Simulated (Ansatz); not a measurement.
Stepwise reaction of `[Br][Sn][Br]` with hydrogen fluoride, as a gas-phase model of exchange steps in deposition or etching. ΔE in kJ/mol; ΔG adds harmonic PBE0-D4 terms to CCSD(T)/CBS, at 1 bar.

Gas-phase electronic energies from Ansatz, PBE0-D4/def2-TZVP geometries. CBS: MP2 limit from def2 TZ/QZ plus the TZ coupled-cluster correction, frozen cores. This one scheme is used for every species. DFT in def2-TZVPP. B3LYP here is the variant with VWN-RPA as its local correlation; programs differ in this. Elements past krypton have def2 core potentials. For Br, Sn outer-core shells are correlated without core-valence functions, which leaves a few kJ/mol of doubt a bond. Scalar relativity is left out up to krypton.

```tsv
step	reaction	PBE-D4	B3LYP-D4	ωB97M-V	CCSD(T)/CBS	ΔG(600 K)
1	`[Br][Sn][Br]` + H–F → `[F][Sn][Br]` + HBr	40.9	40.9	37.0	46.0	34.1
2	`[F][Sn][Br]` + H–F → `[F][Sn][F]` + HBr	36.5	36.1	32.6	40.0	35.5
```

(1) By hand: ΔE of the 2 steps together at CCSD(T)/CBS.

Results:

(1) (46.0) + (40.0) = 86.0 kJ/mol, or 43.0 kJ/mol a step.

In ΔE each step is lower than the one before. All are uphill at CCSD(T)/CBS. ΔG lies between 34.1 and 35.5 kJ/mol a step. PBE-D4 differs from CCSD(T)/CBS by -5.1 to -3.5 kJ/mol a step. Isolated molecules leave out the surface, adducts and barriers. Largest T1 diagnostic: 0.017.
